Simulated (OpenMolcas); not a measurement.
# How methods differ on AsH2 (SMILES [AsH2])

AsH2 has 3 atoms, charge 0, and is taken as a doublet. SMILES: `[AsH2]`. Geometry: relaxed at PBE0-D4/def2-TZVP.

```xyz
3

As   -0.5733    0.3274   -0.2748
H     0.6804    0.7957    0.4591
H    -0.1071   -1.1232   -0.1843
```

Each level gives the dipole moment (D). The values are calculated.

| level | kind | program | value (D) |
| --- | --- | --- | --- |
| ROHF/ANO-RCC-MB (DKH2) | Hartree–Fock | OpenMolcas | 0.69 |
| UHF/STO-3G | Hartree–Fock | OpenMolcas | 0.80 |
| UHF/3-21G | Hartree–Fock | OpenMolcas | 0.54 |
| UB3LYP/6-31G* (spherical functions) | global hybrid | OpenMolcas | 0.52 |
| UB3LYP/6-31G* (Cartesian functions) | global hybrid | OpenMolcas | 0.53 |

All-electron rows without a relativistic Hamiltonian named are non-relativistic. The values span 0.52 to 0.80 D. Magnitudes only: a small dipole may point the other way at some levels. Sets without polarisation functions give poor dipoles.
